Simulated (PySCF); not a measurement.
Löwdin shares of the frontier orbitals

Species: C₅H₆ClN₃.
Numbering: `[Cl:1][c:2]1[n:3][n:4][cH:5][n:6]1[CH:7]1[CH2:8][CH2:9]1` (hydrogens: H10 on C5; H11 on C7; H12, H13 on C8; H14, H15 on C9)

Cartesian coordinates in Å at the GFN2-xTB level; atoms count from 1:
```
atom  x, y, z in Å
Cl1    1.1266    2.7242   -1.2204
C2     1.5972    1.2296   -0.5881
N3     2.8182    0.8065   -0.4429
N4     2.7517   -0.4199    0.0908
C5     1.5007   -0.7233    0.2615
N6     0.6948    0.2949   -0.1546
C7    -0.7226    0.3930   -0.1521
C8    -1.5057   -0.2274    0.9672
C9    -1.5512   -0.8328   -0.4027
H10    1.1495   -1.6464    0.6718
H11   -1.0488    1.3412   -0.5608
H12   -2.3725    0.3022    1.3297
H13   -0.9579   -0.7463    1.7385
H14   -2.4488   -0.7213   -0.9904
H15   -1.0356   -1.7661   -0.5693
```

Computed with TDDFT PBE0/def2-SVPD, vertical, gas phase, core orbitals frozen in the response in PySCF.

Kohn–Sham orbitals with the atoms that hold most of them (Löwdin shares over 4%, at most four atoms; ? is withheld):

| orbital | ε (eV) | atoms |
| --- | --- | --- |
| LUMO+2 | 0.57 | Cl1 28%, H10 12%, C9 9%, C8 9% |
| LUMO+1 | 0.37 | Cl1 33%, C2 10%, H11 9%, C8 9% |
| LUMO | ? | ? |
| HOMO | -7.47 | N4 42%, N3 37%, C5 8%, C2 8% |
| HOMO-1 | -7.51 | ? |
| HOMO-2 | -8.19 | N6 24%, C7 16%, N3 15%, C8 11% |
| HOMO-3 | -9.32 | N3 32%, N4 27%, Cl1 17%, C5 4% |

Question: Give the leading atoms of the LUMO.

Answer: C5 (bonded to 2 N and H) 20%; N6 (bonded to 3 C) 19%; C2 (bonded to Cl and 2 N) 16%; N4 (bonded to C and N) 12%. By element: carbon 37% or more, nitrogen 31% or more.

Question: Which atoms hold the HOMO-1, and with what shares?

Answer: Cl1 (bonded to C) 20%; C5 (bonded to 2 N and H) 20%; N4 (bonded to C and N) 18%; C2 (bonded to Cl and 2 N) 18%. By element: carbon 38% or more, chlorine 20%, nitrogen 18% or more.

Question: What is the LUMO energy, and the HOMO–LUMO gap?

Answer: ε(LUMO) = -0.13 eV; the gap is 7.34 eV (0.2696 hartree).

Question: How does S1 compare with the orbital gap of 7.34 eV?

Answer: S1 is at 5.70 eV (f = 0.0003), 1.64 eV below the gap, made of HOMO→LUMO (99%). Without the coupling terms of the response equations the lowest excitation would equal the gap.

Question: One configuration dominates each of S1 and S3. Which, and how do the shares of the two leading atoms of either orbital change from the occupied to the empty one?

Answer: 
- S1 (5.70 eV, f 0.0003), HOMO→LUMO (99%): N4 42% → 12%, N3 37% → at most 12%, C5 8% → 20%, N6 at most 6% → 19%
- S3 (6.55 eV, f 0.161), HOMO-1→LUMO (94%): Cl1 20% → at most 12%, C5 20% → 20%, N6 at most 18% → 19%

One conformer stands for the species.
